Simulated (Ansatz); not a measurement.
`[F][Ge]([Cl])([Cl])[Cl]` + H₂S → `[SH][Ge]([Cl])([Cl])[Cl]` + H–F  (ligand exchange at a Ge–F bond)

Computed with Ansatz on PBE0-D4/def2-TZVP structures; ΔE is electronic, products minus reactants. CCSD(T)/CBS is the MP2 limit (def2-TZVPP, def2-QZVPP) plus CCSD(T) − MP2 in def2-TZVPP, frozen cores. This one scheme is used for every species. Functionals use def2-TZVPP. For Ge outer-core shells are correlated without core-valence functions, which leaves a few kJ/mol of doubt a bond. Scalar relativity is left out up to krypton. Each species was taken in one conformer, which may not be the lowest.

```
             level  ΔE (kcal/mol)
              BLYP            4.9
           r2SCAN0            2.4
         CAM-B3LYP            5.6
           LC-ωPBE            3.9
RPA@PBE/def2-TZVPP            3.2
       HF/def2-SVP            6.9
      MP2/def2-SVP            5.3
     CCSD/def2-SVP            6.6
```

Task: What does CCSD(T)/CBS give? (Best estimate.)

Result: Ansatz gave: +0.6 kcal/mol. The listed levels differ from it by 4.3, 1.8, 5.0, 3.3, 2.6, 6.3, 4.7, 6.0 kcal/mol.

Largest T1 diagnostic among the species: 0.010.

The D4 term adds −2.5 kcal/mol with B3LYP and −1.4 kcal/mol with PBE0; it sums over pairs of atoms, weighted by their polarisabilities, and B3LYP, whose exchange is more repulsive, gets the larger term. In def2-TZVPP, CCSD(T) changes the Hartree–Fock value by −4.8 kcal/mol (the triples alone add −0.8 kcal/mol) and MP2 by −6.9 kcal/mol.

B3LYP here is the variant with VWN-RPA as its local correlation; programs differ in this.
